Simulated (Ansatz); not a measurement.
`CC(=S)O[SiH2]O`, relaxed with RKS PBE-D4/def2-SVP in Ansatz 0.2.0 from a rough embedded geometry. The force threshold is 0.03 eV/Å; the program also tests the step.

Total charge 0; spin multiplicity 1.

Start:

```xyz
12

C    -0.171    0.973    1.358
C    -0.611   -0.408    1.126
S    -1.207   -1.313    2.358
O    -0.629   -1.058   -0.091
Si   -0.068   -0.395   -1.533
O     1.598   -0.226   -1.483
H     0.933    1.029    1.072
H    -0.706    1.649    0.693
H    -0.198    1.278    2.395
H    -0.679    0.894   -1.768
H    -0.358   -1.361   -2.585
H     2.097   -1.064   -1.543
```

```csv
step,energy (eV),largest force (eV/Å),largest move (Å)
1,-24954.0086,2.603,0.000
2,-24954.3086,0.860,0.151
3,-24954.3213,0.614,0.101
4,-24954.3520,0.540,0.200
5,-24954.3536,0.400,0.161
6,-24954.3566,0.119,0.166
7,-24954.3672,0.059,0.178
8,-24954.3688,0.036,0.026
9,-24954.3695,0.013,0.039
```

End:

```xyz
12

C    -0.076    0.899    1.307
C    -0.692   -0.471    1.174
S    -1.351   -1.313    2.418
O    -0.678   -0.997   -0.075
Si   -0.064   -0.389   -1.550
O     1.576   -0.076   -1.465
H     0.956    0.903    0.897
H    -0.657    1.637    0.711
H    -0.065    1.224    2.361
H    -0.702    0.922   -1.876
H    -0.402   -1.482   -2.514
H     2.155   -0.855   -1.388
```

It took 26 s on 2 threads of an AMD EPYC 7R13 on a shared host, with 0.18 GiB of host memory at the peak.
